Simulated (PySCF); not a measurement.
These compounds are isomers of formula C6H11N3.

A. `CC(C)c1cnn(C)n1`
B. SMILES Cc1n[nH]c(C(C)C)n1
C. `CC(C)c1nncn1C`
D. `InChI=1S/C6H11N3/c1-6(2)5-9-7-3-4-8-9/h3-4,6H,5H2,1-2H3`
E. `CN1N=NC(CC)=C1C`

Spectrum 1. 1H NMR (400 MHz, computed): δ 9.52 (br s, 1H), 3.28 (sept, 1H), 2.50 (s, 3H), 1.26 (d, 6H). 13C{1H} NMR (computed): δ 165.1 (C), 164.1 (C), 31.7 (CH), 25.2 (CH3), 15.8 (CH3).

Spectrum 2. 1H NMR (400 MHz, computed): δ 7.64 (s, 2H), 4.22 (d, 2H), 1.98 (m, 1H), 0.99 (d, 6H). 13C{1H} NMR (computed): δ 138.4 (CH), 63.8 (CH2), 35.9 (CH), 22.1 (CH3).

Spectrum 3. 1H NMR (400 MHz, computed): δ 3.99 (s, 3H), 2.84 (q, 2H), 2.37 (s, 3H), 1.18 (t, 3H). 13C{1H} NMR (computed): δ 151.5 (C), 134.2 (C), 34.8 (CH3), 23.5 (CH2), 19.1 (CH3), 10.0 (CH3).

Spectrum 4. 1H NMR (400 MHz, computed): δ 7.56 (s, 1H), 3.67 (s, 3H), 2.81 (sept, 1H), 1.49 (d, 6H). 13C{1H} NMR (computed): δ 162.9 (C), 146.0 (CH), 30.8 (CH3), 28.6 (CH), 24.6 (CH3).

Spectrum 5. 1H NMR (400 MHz, computed): δ 7.50 (s, 1H), 4.17 (s, 3H), 3.12 (sept, 1H), 1.28 (d, 6H). 13C{1H} NMR (computed): δ 160.5 (C), 134.5 (CH), 41.2 (CH3), 30.3 (CH), 26.7 (CH3).

Theoretical values (PySCF 2.14.0 with density-fitted response routines): GFN2-xTB geometry, PBE0/pcSseg-1 with gauge-including orbitals. Gas phase, one conformer, equivalent nuclei averaged, non-relativistic Hamiltonian.

Referencing at the same level of theory: 1H (σref 31.72), 13C (σref 186.93) against TMS. Where no couplings were computed, multiplicities follow the n + 1 count of equivalent neighbours, and m marks all less simple cases (inequivalent or close neighbours, rings, F or P nearby). Shifts are as computed. Against solution values, carbons near 30 ppm lie about +3 ppm off and those near 130 ppm about +5 ppm. Of 1211 compounds with measured shifts, 218 miss one by over three times the rms of a fit or turn the order of signals round; such compounds aren't used in these exercises. OH and NH positions are gas-phase values without hydrogen bonding to other molecules.

**Question.** Which spectrum belongs to which compound?

**Answer.** 1–B, 2–D, 3–E, 4–C, 5–A.

- Spectrum 1 (B): 5 13C signals; δC 31.7 is an sp3 CH on an aromatic ring; δC 25.2 is a methyl carbon.
- Spectrum 2 (D): 4 13C signals; δC 63.8 is an sp3 CH2 bonded to N; δC 35.9 is an sp3 CH.
- Spectrum 3 (E): 6 13C signals; δC 34.8 is a methyl carbon bonded to N; δC 23.5 is an sp3 CH2 on an aromatic ring.
- Spectrum 4 (C): 5 13C signals; δC 30.8 is a methyl carbon bonded to N; δC 28.6 is an sp3 CH on an aromatic ring.
- Spectrum 5 (A): 5 13C signals; δC 41.2 is a methyl carbon bonded to N; δC 30.3 is an sp3 CH on an aromatic ring.
